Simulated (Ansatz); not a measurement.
| atom | x (Å) | y (Å) | z (Å) |
| --- | --- | --- | --- |
| O | 0.0006 | 0.8296 | -0.7111 |
| H | 0.0033 | 1.5984 | -0.1010 |
| Cl | 0.0064 | -0.4916 | 0.3360 |

Basis set: STO-3G (spherical functions). Frozen core: 6 orbitals. Charge 0, multiplicity 1.

Computed with Ansatz (development build ahead of 0.2.0); each method stands on the lowest determinant of its kind that the runs found. Restricted open shells among the atoms or ions are ROHF, correlated in semicanonical orbitals with singles.

The atomization energy at this shape (free ground-state atoms in the same class of orbitals less the molecule, no zero-point energy) of singlet HClO:

```json
{"method": "RHF", "atomization energy": "3.15 eV"}
```

Question: What does RHF-MP2 give?

Answer: 4.50 eV.

This basis has no polarisation functions and is too small for such energies, which can lie far from measured ones in either direction.
